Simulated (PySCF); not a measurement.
# SeF: one state, many levels of theory

State: ²Π (doublet), unpaired electrons π ↑. Set-up: PySCF, scalar-relativistic core potentials, basis sets Se aug-cc-pVDZ-PP with ECP10, F aug-cc-pVDZ. De refers to Se + F in their high-spin ground configurations, without counterpoise correction. The functionals are run spin-unrestricted. A positive dipole means Se(−)F(+).

```tsv
Level	Re (Å)	ωe (cm⁻¹)	De (eV)	μ (D)
UHF	1.742	742	1.19	-1.90
UHF-MP2	1.780	678	3.33	n/a
UHF-SCS-MP2	1.784	670	3.19	n/a
PBE	1.796	653	3.84	-1.50
BP86	1.797	652	3.82	-1.48
r²SCAN	1.776	678	3.44	-1.48
r²SCANh	1.768	691	3.28	-1.53
PBE0	1.768	695	3.34	-1.60
BHandHLYP	1.757	712	2.85	-1.78
ωB97X	1.769	699	3.49	-1.70
```

Q: What does a quarter of exact exchange do here, going from PBE to PBE0?

A: PBE0 less PBE: -2.8 pm in Re, +6.4 % in ωe, -0.50 eV in De. Exact exchange removes part of the self-interaction that spreads semilocal densities, and in most molecules shortens and stiffens the bond and lowers De; so it does here.

Q: What does second-order correlation do here, going from UHF to UHF-MP2?

A: UHF-MP2 less UHF: +3.8 pm in Re, -8.6 % in ωe, +2.14 eV in De. Correlation nearly always deepens the well. The bond lengthens, as in strong covalent bonds, where excitations into antibonding orbitals dominate.

Correlated steps freeze 5 core orbitals. Correlated levels converge slowly with the basis: in double zeta they bind strong bonds too weakly, by up to about 1 eV, and carry superposition errors of some tenths. Spin–orbit coupling is left out. The state was picked by a PBE0 search and need not be the measured ground state.

The whole job (state search and all levels along the bond) took about 2.1 min on 1 thread of Arm Neoverse V2 (shared host), peak memory 0.76 GiB.
